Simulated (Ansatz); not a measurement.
The lowest singlet and triplet of O3 (SMILES O=[O+][O-]); geometries from B3LYP-D3(BJ)/def2-TZVP, each state relaxed from the structure named, with no frequency check.
Singlet at the triplet's geometry (charge 0, multiplicity 1):
```xyz
3

O     -1.166    -0.210     0.000
O     -0.008     0.367     0.000
O      1.174    -0.157     0.000
```

A positive gap puts the triplet lower; no zero-point energy. R- takes a restricted singlet. The triplet is unrestricted in single-reference levels.

Frozen-core correlation.

Codes used: Ansatz (a program for electronic structure). 

Question: One of these levels gives -13.60 kcal/mol for the gap E(singlet) − E(triplet), vertical, at the triplet's geometry. Which one is it?
(A) R-wB97M-V/def2-TZVPP
(B) R-r2SCAN/def2-TZVPP
(C) R-PBE/def2-TZVPP
(D) R-CCSDT/cc-pVDZ

Answer: B, R-r2SCAN/def2-TZVPP. The others give -19.33 (R-PBE/def2-TZVPP), -16.61 (R-wB97M-V/def2-TZVPP), -38.06 (R-CCSDT/cc-pVDZ)

Doubts at one or more of the structures used: a restricted determinant that unrestricted orbitals would lower (R-r2SCAN/def2-TZVPP, R-wB97M-V/def2-TZVPP, R-CCSDT/cc-pVDZ); other coupled-cluster roots lie near (R-CCSDT/cc-pVDZ).
